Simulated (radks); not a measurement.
The mercury ion Hg13+ is in [Kr] 4d10 4f14 5s2 5p5. All-electron calculation, scalar-relativistic Kohn-Sham, PBEsol, spin-polarised, spherical densities, finite nucleus; Fermi nuclear charge, rms radius of each element as measured or else 0.836 A^(1/3) + 0.57 fm. Program: a radial shooting solver on a logarithmic mesh with Libxc functionals. Open shells are filled with parallel spins first. One electron is removed from 5s, 4f, 5p, 4d in turn, with full relaxation. Which removal costs least, and what does each cost?

Answer. 5p 305.03 eV; 4f 362.51 eV; 5s 364.17 eV; 4d 616.30 eV. The 5p electron leaves first.
